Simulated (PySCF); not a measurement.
**How the method moves the HOMO and LUMO of `BNBB(Cl)Cl`**

Species: B₃Cl₂H₄N.
Z-matrix (Å and degrees, PBE0-D3(BJ)/def2-SVP geometry), rows numbered from 1:
```
B 
N   1  1.4183
B   2  1.4230  1  125.36
B   3  1.6952  2  121.91  1     0.05
Cl  4  1.7547  3  121.06  2   -91.07
Cl  4  1.7554  3  120.73  2    92.46
H   1  1.2078  2  120.05  3  -179.82
H   1  1.2082  2  118.45  3     0.22
H   2  1.0160  1  117.30  3   179.85
H   3  1.2132  2  117.95  1   179.95
```

Basis pcSseg-2 throughout (PySCF), one geometry. The structure is a single PBE0-D3(BJ)/def2-SVP conformer in the gas phase; no vibrational or solvent corrections.

Q: How do the orbital energies, the gap and the dipole change with the method?

A: 
| method | kind | HOMO (eV) | LUMO (eV) | gap (eV) | μ (D) | SCF cycles |
| --- | --- | --- | --- | --- | --- | --- |
| BLYP | GGA | -6.85 | -2.52 | 4.33 | 2.11 | 13 |
| OPBE | GGA | -6.93 | -2.54 | 4.39 | 2.15 | 14 |
| PBE | GGA | -6.95 | -2.71 | 4.25 | 2.13 | 14 |
| B97-D | GGA | -6.97 | -2.47 | 4.50 | 2.16 | 14 |
| LDA | LDA | -7.06 | -3.01 | 4.05 | 2.17 | 13 |
| BP86 | GGA | -7.06 | -2.76 | 4.30 | 2.14 | 13 |
| KT2 | GGA | -7.06 | -2.69 | 4.37 | 2.14 | 14 |
| KT3 | GGA | -7.10 | -2.58 | 4.52 | 2.13 | 14 |
| B97-2 | global hybrid | -8.04 | -1.68 | 6.36 | 2.23 | 12 |
| B3LYP | global hybrid | -8.08 | -1.91 | 6.17 | 2.21 | 12 |
| PBE0 | global hybrid | -8.28 | -1.72 | 6.57 | 2.24 | 12 |
| mPW1PW91 | global hybrid | -8.32 | -1.71 | 6.61 | 2.24 | 12 |
| BHandHLYP | global hybrid | -9.55 | -0.63 | 8.92 | 2.31 | 12 |
| CAM-B3LYP | range-separated hybrid | -9.69 | -0.61 | 9.07 | 2.28 | 12 |
| wB97X-D | range-separated hybrid | -10.17 | 0.16 | 10.33 | 2.29 | 14 |
| LC-wPBE | range-separated hybrid | -11.03 | 0.53 | 11.57 | 2.32 | 14 |
| HF | Hartree–Fock | -11.48 | 1.83 | 13.31 | 2.43 | 11 |

The HOMO spans 4.63 eV, from BLYP down to HF, and the gap runs from 4.05 eV (LDA) to 13.31 eV (HF). Over the methods BLYP (0 %), OPBE (0 %), PBE (0 %), B97-D (0 %), LDA (0 %), BP86 (0 %), KT2 (0 %), KT3 (0 %), B97-2 (21 %), B3LYP (20 %), PBE0 (25 %), mPW1PW91 (25 %), BHandHLYP (50 %), HF (100 %), a straight line through the gap against the share of exact exchange rises by 0.90 eV for each 10 % (correlation coefficient 0.999). The dipole ranges from 2.11 D (BLYP) to 2.43 D (HF). This basis has no diffuse functions.

The vertical ΔSCF ionisation energy at B3LYP/def2-SVPD is 10.30 eV; −ε(HOMO) comes closest to it with wB97X-D (10.17 eV).
